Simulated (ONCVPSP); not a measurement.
# Os (Z = 76): one change to an ONCV potential, before and after

| Property | Result |
| --- | --- |
| Element | osmium |
| Generator | ONCVPSP 4.0.1 |
| Type | optimised norm-conserving Vanderbilt (ONCV) |
| Functional | PBEsol |
| Relativity | scalar-relativistic |
| Frozen core | [Kr] 4d10 4f14 |
| Valence charge | 16 |
| Reference configuration | 5s2 5p6 5d7 6s1 |
| Partial waves | 5s+6s: rc 1.65 bohr, ncon 4, nbas 7, qcut 8.9 1/bohr, 2 projectors; 5p: rc 1.60 bohr, ncon 4, nbas 8, qcut 10.5 1/bohr, 2 projectors, debl 3 Ha; 5d: rc 2.35 bohr, ncon 4, nbas 8, qcut 6 1/bohr, 2 projectors, debl 3 Ha |
| Local potential | polynomial inside 1.20 bohr (lpopt 5, dvloc0 -1 Ha) |
| Core correction | Teter function, parameters optimised by the program |

Change: core correction polynomial model core, fcfact 0.4.

Cutoffs: the cutoffs (Ha) at which the residual kinetic energy of the hardest occupied pseudo-wave falls to 1 and 0.1 mHa per electron; they do not see the model core or the augmentation charge, which bear on the density cutoff. Errors are all-electron minus pseudo energies relative to the spin-unpolarised reference configuration.

Problem. Predict the effect on cutoff, ghosts and configuration errors.

Solution. The potential gets neither clearly harder nor softer (31 Ha and 38 Ha → 31 Ha and 38 Ha); of the 4 tests that both files solve, the error grows in 1 and shrinks in 1 by more than 15 % and 0.3 meV (median size 6.0 → 6.6 meV); neither file shows a bound ghost. A model core, the more so a compact one, raises the density cutoff, which this test does not measure.

```csv
quantity,base,changed
"cutoff, loose",31 Ha,31 Ha
"cutoff, tight",38 Ha,38 Ha
bound ghosts,none,none
GHOST(+) flags under 300 eV,s at 169.4 eV,s at 169.4 eV
"error for 5s2 5p6 5d6 6s2, meV [ΔE -0.33 eV]",+7.1,+6.5
"error for 5s2 5p6 5d6 6s1, meV [ΔE 9.30 eV]",+2.4,+1.8
"error for 5s2 5p6 5d6 6s0, meV [ΔE 26.24 eV]",-4.8,-6.6
"error for 5s1 5p6 5d6 6s2, meV [ΔE 97.96 eV]",-346,-351
s: phases at 1.68 bohr within 0.05 rad from the reference energy up to (Ha; the scan ends near 5),to the end of the scan,to the end of the scan
p: phases at 1.63 bohr within 0.05 rad from the reference energy up to (Ha; the scan ends near 5),to the end of the scan,to the end of the scan
d: phases at 2.39 bohr within 0.05 rad from the reference energy up to (Ha; the scan ends near 5),to the end of the scan,to the end of the scan
"rms error of d²Exc/dni dnj with the model core, mHa",0.19,0.74
```
